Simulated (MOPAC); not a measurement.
MOPAC input (PM6):

```
PM6 1SCF CHARGE=-1 GEO-OK AUX(PRECISION=9) THREADS=1
CHClF

F    -1.43609500 1    0.77948600 1   -0.07780600 1
C    -0.87843300 1   -0.49985800 1    0.23940500 1
Cl    1.12717600 1   -0.17693900 1    0.00063300 1
H    -0.96653000 1   -1.00826700 1   -0.74694600 1
```

Output:

```
 *******************************************************************************
 **                                                                           **
 **                              MOPAC v23.2.5                                **
 **                                                                           **
 *******************************************************************************
 ** MOPAC's Digital Object Identifier: https://doi.org/10.5281/zenodo.6511958 **
 **                                                                           **
 ** Please cite the open-source release paper for use of this MOPAC version:  **
 ** J. E. Moussa and J. J. P. Stewart (2026)                                  **
 ** MOPAC: An open-source semiempirical molecular orbital program             **
 ** J. Open Source Softw., 11(119), 8025, https://doi.org/10.21105/joss.08025 **
 *******************************************************************************

                              PM6 CALCULATION RESULTS

 *******************************************************************************
 *  PM6        - The PM6 Hamiltonian to be used
 *  GEO-OK     - OVERRIDE INTERATOMIC DISTANCE AND OTHER SAFETY CHECKS
 *
 *
 *
 *                 CHARGE ON SYSTEM = -1
 *
 *
 *
 *  1SCF       - DO 1 SCF AND THEN STOP
 *  AUX        - OUTPUT AUXILIARY INFORMATION
 *******************************************************************************
PM6 1SCF CHARGE=-1 GEO-OK AUX(PRECISION=9) THREADS=1
 CHClF

   ATOM   CHEMICAL          X               Y               Z
  NUMBER   SYMBOL      (ANGSTROMS)     (ANGSTROMS)     (ANGSTROMS)

     1       F         -1.43609500  *   0.77948600  *  -0.07780600  *
     2       C         -0.87843300  *  -0.49985800  *   0.23940500  *
     3      Cl          1.12717600  *  -0.17693900  *   0.00063300  *
     4       H         -0.96653000  *  -1.00826700  *  -0.74694600  *

          CARTESIAN COORDINATES

    NO.       ATOM           X           Y           Z

     1         F         -1.4361      0.7795     -0.0778
     2         C         -0.8784     -0.4999      0.2394
     3        Cl          1.1272     -0.1769      0.0006
     4         H         -0.9665     -1.0083     -0.7469

 General Reference for PM6:
 "Optimization of Parameters for Semiempirical Methods V: Modification of NDDO Approximations
 and Application to 70 Elements", J. J. P. Stewart, J. Mol. Mod., 13, 1173-1213 (2007)
 URL: https://link.springer.com/article/10.1007/s00894-007-0233-4

           Empirical Formula: C H F Cl  =     4 atoms

      MOLECULAR POINT GROUP   :   C1

      RHF CALCULATION, NO. OF DOUBLY OCCUPIED LEVELS = 10

 -------------------------------------------------------------------------------
 PM6 1SCF CHARGE=-1 GEO-OK AUX(PRECISION=9) THREADS=1
 CHClF

     1SCF WAS SPECIFIED, SO BFGS WAS NOT USED
     SCF FIELD WAS ACHIEVED

                              PM6 CALCULATION
                                                       MOPAC v23.2.5 Linux

          FINAL HEAT OF FORMATION =        -58.02695 KCAL/MOL =    -242.78475 KJ/MOL

          COSMO AREA              =         87.49 SQUARE ANGSTROMS
          COSMO VOLUME            =         70.33 CUBIC ANGSTROMS

          IONIZATION POTENTIAL    =          3.798291 EV
          HOMO LUMO ENERGIES (EV) =         -3.798  7.166
          NO. OF FILLED LEVELS    =         10
          MOLECULAR WEIGHT        =         67.4703         POINT GROUP:  C1

          MOLECULAR DIMENSIONS (Angstroms)

            Atom       Atom       Distance
           Cl     3    F     1     2.73702
            H     4   Cl     3     1.66483
            C     2   Cl     3     0.68416

          SCF CALCULATIONS        =          1

   ATOM   CHEMICAL          X               Y               Z
  NUMBER   SYMBOL      (ANGSTROMS)     (ANGSTROMS)     (ANGSTROMS)

     1       F         -1.43609500  *   0.77948600  *  -0.07780600  *
     2       C         -0.87843300  *  -0.49985800  *   0.23940500  *
     3      Cl          1.12717600  *  -0.17693900  *   0.00063300  *
     4       H         -0.96653000  *  -1.00826700  *  -0.74694600  *

                             CARTESIAN COORDINATES

   1    F       -1.436095000     0.779486000    -0.077806000
   2    C       -0.878433000    -0.499858000     0.239405000
   3   Cl        1.127176000    -0.176939000     0.000633000
   4    H       -0.966530000    -1.008267000    -0.746946000

           Empirical Formula: C H F Cl  =     4 atoms

      MOLECULAR POINT GROUP   :   C1

                  EIGENVALUES
 -33.86500 -21.28014 -15.66132 -10.36729 -10.06724  -9.08647  -6.40322  -5.62337
  -5.36052  -3.79829   7.16577   9.14315  11.50357 101.36605 101.43154 101.44653
 101.84495 101.84549

              NET ATOMIC CHARGES AND DIPOLE CONTRIBUTIONS

  ATOM NO.   TYPE          CHARGE      No. of ELECS.   s-Pop       p-Pop       d-Pop
    1          F          -0.408609        7.4086     1.97426     5.43435
    2          C           0.109918        3.8901     1.64541     2.24468
    3         Cl          -0.648065        7.6481     1.99528     5.64932     0.00347
    4          H          -0.053243        1.0532     1.05324
 DIPOLE           X         Y         Z       TOTAL
 POINT-CHG.    -0.825    -0.877     0.516     1.310
 HYBRID         0.351     0.745    -1.817     1.995
 SUM           -0.474    -0.132    -1.302     1.391

          ATOMIC ORBITAL ELECTRON POPULATIONS

     Atom    s        px        py        pz      x^2-y^2     xz        z^2       yz        xy
    1  F   1.97426   1.88073   1.58334   1.97028
    2  C   1.64541   0.39837   0.61882   1.22750
    3 Cl   1.99528   1.66797   1.98761   1.99374   0.00157   0.00061   0.00060   0.00003   0.00066
    4  H   1.05324

 **********************
 *                    *
 * JOB ENDED NORMALLY *
 *                    *
 **********************

 == MOPAC DONE ==
```

The dipole moment of an ion depends on the origin.

The geometry given is a B3LYP-D3(BJ)/def2-TZVP minimum.
